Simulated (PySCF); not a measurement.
**Copper: a sound run and one with changed settings**

Sound run: Cu(2+) [Ar] 3d9, Cu(3+) [Ar] 3d8. Computed with PySCF 2.14 in def2-TZVP (6s4p4d1f, 45 functions), with the non-relativistic Hamiltonian (point nucleus). The sound run starts from symmetry-adapted Hartree-Fock orbitals and uses a fine grid where one is needed.

Changed run: radial step 1.2 in ln r (0.13 in the sound run). This setting is unsound on purpose.

| species | method | sound run (hartree) | changed run (hartree) | converged |
| --- | --- | --- | --- | --- |
| Cu(2+) | UHF | -1638.04586 | -1638.04586 | yes |
| Cu(2+) | MN15 | -1639.69760 | -1635.20586 | yes |
| Cu(2+) | B3LYP | -1639.48206 | -1640.66701 | yes |
| Cu(3+) | UHF | -1636.78451 | -1636.78451 | yes |
| Cu(3+) | MN15 | -1638.29221 | -1633.69494 | no |
| Cu(3+) | B3LYP | -1638.10836 | -1639.40932 | yes |

Ionisation energy of Cu(2+):

```csv
method,sound run (eV),changed run (eV)
UHF,34.323,34.323
B3LYP,37.380,34.223
```

A coarse radial grid mis-integrates the density and the exchange-correlation energy, with errors of either sign; Hartree-Fock needs no grid.

For comparison, NIST gives 36.841 ± 0.012 eV between the lowest levels.
